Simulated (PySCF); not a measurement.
# First hyperpolarisability: pyridazine N-oxide (SMILES [O-][n+]1ccccn1)

Molfile (atoms numbered from 1):
```
C4H4N2O
     RDKit          3D

 11 11  0  0  0  0  0  0  0  0999 V2000
   -2.1440   -1.6592   -0.1211 O   0  0  0  0  0  0  0  0  0  0  0  0
   -1.1518   -0.9500    0.0171 N   0  0  0  0  0  0  0  0  0  0  0  0
   -1.2745    0.4224    0.0104 C   0  0  0  0  0  0  0  0  0  0  0  0
   -0.1699    1.2278    0.1648 C   0  0  0  0  0  0  0  0  0  0  0  0
    1.0811    0.6357    0.3287 C   0  0  0  0  0  0  0  0  0  0  0  0
    1.0997   -0.7542    0.3209 C   0  0  0  0  0  0  0  0  0  0  0  0
    0.0363   -1.5324    0.1724 N   0  0  0  0  0  0  0  0  0  0  0  0
   -2.2980    0.7668   -0.1248 H   0  0  0  0  0  0  0  0  0  0  0  0
   -0.3013    2.3119    0.1550 H   0  0  0  0  0  0  0  0  0  0  0  0
    1.9939    1.2170    0.4558 H   0  0  0  0  0  0  0  0  0  0  0  0
    2.0360   -1.3077    0.4427 H   0  0  0  0  0  0  0  0  0  0  0  0
  1  2  1  0
  2  3  2  0
  3  4  1  0
  4  5  2  0
  5  6  1  0
  6  7  2  0
  7  2  1  0
  3  8  1  0
  4  9  1  0
  5 10  1  0
  6 11  1  0
M  CHG  2   1  -1   2   1
M  END
```

Computed, not measured: quadratic response CAM-B3LYP/def2-TZVPD first hyperpolarisability, Taylor convention, gas phase (PySCF 2.14.0). Geometry: PBE0-D3(BJ)/def2-SVP.

(1) What is the first hyperpolarisability, and how does it disperse?

(2) Which lowest excitations, dipole and polarisabilities go with it?

Results:

(1) In au, Taylor convention; the vector part is βᵢ = ⅓ Σⱼ (βᵢⱼⱼ + βⱼᵢⱼ + βⱼⱼᵢ); β∥ is 3/5 of the vector part along the dipole, the dipole points from − to +:
```csv
process,λ (nm),β vector norm,β∥,β HRS,depolarisation ratio
"static β(0;0,0)",∞,216.2,-119.5,84.7,6.18
"second harmonic β(−2ω;ω,ω)",1907,226.9,-125.1,88.5,6.39
"Pockels β(−ω;ω,0)",1907,219.7,-121.3,–,–
"second harmonic β(−2ω;ω,ω)",1064,256.1,-140.4,98.5,7.02
"Pockels β(−ω;ω,0)",1064,227.8,-125.5,–,–
```

(2) S1 4.40 eV (f = 0.000); S2 4.45 eV (f = 0.060); S3 4.98 eV (f = 0.228); dipole 5.34 D; isotropic α 69.0 au static, 69.3 au at 1907 nm, 70.1 au at 1064 nm, 70.4 au at 953.5 nm, 74.1 au at 532 nm.
